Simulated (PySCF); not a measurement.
Species: p-tolualdehyde, C₈H₈O.
Atom-mapped SMILES: `[CH3:1][c:2]1[cH:3][cH:4][c:5]([CH:6]=[O:7])[cH:8][cH:9]1` (hydrogens: H10, H11, H12 on C1; H13 on C3; H14 on C4; H15 on C6; H16 on C8; H17 on C9)

Cartesian coordinates in Å at the PBE0-D3(BJ)/def2-SVP level; atoms count from 1:
```
atom  x, y, z in Å
C1    -2.554    0.121    0.098
C2    -1.058    0.020    0.061
C3    -0.429   -1.149   -0.397
C4     0.954   -1.261   -0.404
C5     1.746   -0.198    0.047
C6     3.218   -0.313    0.039
O7     3.828   -1.283   -0.338
C8     1.130    0.972    0.502
C9    -0.256    1.079    0.507
H10   -3.019   -0.483   -0.694
H11   -2.893    1.160   -0.015
H12   -2.944   -0.248    1.061
H13   -1.042   -1.981   -0.754
H14    1.454   -2.165   -0.760
H15    3.755    0.595    0.419
H16    1.748    1.805    0.851
H17   -0.730    1.998    0.861
```

Level: CAM-B3LYP/def2-SVPD in PySCF, non-relativistic, on one gas-phase PBE0-D3(BJ)/def2-SVP geometry that isn't relaxed in the solvent. The solvent is an IEF-PCM continuum (cavity from Bondi-type radii × 1.2). Only the electrostatic response of the medium enters.

Gas phase at CAM-B3LYP/def2-SVPD: HOMO -8.62 eV, LUMO -0.76 eV, dipole 4.03 D.

What does the continuum do to the energy, the frontier levels and the dipole at CAM-B3LYP/def2-SVPD in dichloromethane and acetone?

```csv
solvent,ε,E(solvent) − E(gas) (kJ/mol),polarisation term (kJ/mol),distortion of the solute (kJ/mol),HOMO (eV),LUMO (eV),dipole (D)
dichloromethane,8.93,-22.31,-26.63,4.32,-8.51,-0.76,5.20
acetone,20.49,-24.96,-30.41,5.45,-8.51,-0.76,5.34
```

Polarisation term: ½ Σ q·V over the induced surface charges. Distortion: the rise of the solute's own energy as its density leaves the gas-phase optimum. From dichloromethane to acetone the lowering changes by a factor 1.12, Onsager's factor (ε − 1)/(2ε + 1) by 1.10 and ε itself by 2.3.

Which radius a makes the point-dipole formula ΔE = −[(ε − 1)/(2ε + 1)]·μ²/a³ give the value in acetone, with the gas-phase dipole?

μ = 1.584 au and |ΔE| = 0.00951 Eh give a = 2.63 Å; the farthest nucleus lies 3.87 Å from the centroid of the nuclei, so such a sphere wouldn't even hold the nuclei. The formula assumes a rigid point dipole at the centre of a sphere.

Give the dipole vector in the frame of the coordinates (D, pointing from negative to positive charge), gas and acetone.

Gas (-3.42, 1.98, 0.76), solvent (-4.43, 2.78, 1.08). Its length changes by +33 % and its direction by 2°.

How does the static polarisability (CAM-B3LYP/def2-SVPD, frozen core, with the continuum's full static response) change?

```csv
medium,isotropic (au),principal values (au),⟨r²⟩ of the electrons (bohr²)
gas,98.6,"57.5, 99.2, 139.1",1354.8
dichloromethane,132.1,"75.4, 136.2, 184.6",1354.7
acetone,136.8,"78.8, 141.6, 190.1",1354.7
```

The isotropic value in acetone is 1.39 times the gas-phase one; no cavity-field correction is applied. ⟨r²⟩ is taken about the centre of nuclear charge.
